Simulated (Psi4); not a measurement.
H3AlCl2Si (SMILES [SiH3][Al]([Cl])[Cl]), singlet, at a GFN2-xTB geometry (such geometries of metal compounds can be far from the true shape).

Input for Psi4:
```
memory 2 GB

molecule {
0 1
  Al   -0.06871540    0.02643894   -0.03866881
  Cl   -1.77824764   -1.07933224   -0.20335917
  Cl   -0.11745823    1.81984352   -1.01560867
  Si    1.86574300   -0.72844182    1.19661735
  H     2.52424247    0.34458038    1.96491009
  H     2.92503697   -1.28941977    0.33641309
  H     1.55061855   -1.78937305    2.17118162
}

set basis cc-pvdz
set freeze_core true

energy('mp4')
print_variables()
```

**Question.** What number of basis functions does MP4/cc-pVDZ in Psi4 give?

**Answer.** 87

**Question.** Predict the total energy from MP4/cc-pVDZ.

**Answer.** -1452.2309 Eh

**Question.** What nuclear repulsion energy does MP4/cc-pVDZ give?

**Answer.** 296.8814 Eh

**Question.** What MP2 correlation energy does MP4/cc-pVDZ give?

**Answer.** -0.4249 Eh
